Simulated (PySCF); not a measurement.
Constitutional and geometric isomers with formula C3H6S. All species are isolated molecules in the gas phase. One relaxed conformer stands for each flexible species; it need not be the lowest. Strings in code marks are SMILES.

The T1 excitation (TDA) from two functionals at the same geometries (PBE0-D3(BJ)/def2-TZVP), both in PySCF: PBE-D3(BJ)/def2-TZVP and ωB97X-D3(BJ)/def2-TZVP. Excitations are Tamm–Dancoff values on a coarser integration grid. The basis has no diffuse functions, so Rydberg states are missing or too high.

```json
[
 {"species": "`C(=C)CS` (C–C–C–S torsion -119°, C–C–S–H torsion 57°)", "PBE-D3(BJ)/def2-TZVP (eV)": "4.20"},
 {"species": "`S/C=C/C` (C–C–S–H torsion 0°)", "PBE-D3(BJ)/def2-TZVP (eV)": "3.79"},
 {"species": "`C=C(C)S` (C–C–S–H torsion 0°)", "PBE-D3(BJ)/def2-TZVP (eV)": "3.90"},
 {"species": "`C1CSC1`", "PBE-D3(BJ)/def2-TZVP (eV)": "3.87"}
]
```

### Question
What does ωB97X-D3(BJ)/def2-TZVP give for each?

### Answer

- `C(=C)CS` (C–C–C–S torsion -119°, C–C–S–H torsion 57°): 4.53
- `S/C=C/C` (C–C–S–H torsion 0°): 4.02
- `C=C(C)S` (C–C–S–H torsion 0°): 4.13
- `C1CSC1`: 4.24
Over these rows, drawn at random from the members with no instability flagged (it was tested for open shells, ions and some series alone), PBE minus ωB97X-D3(BJ): mean -0.29 eV, from -0.36 eV to -0.23 eV.
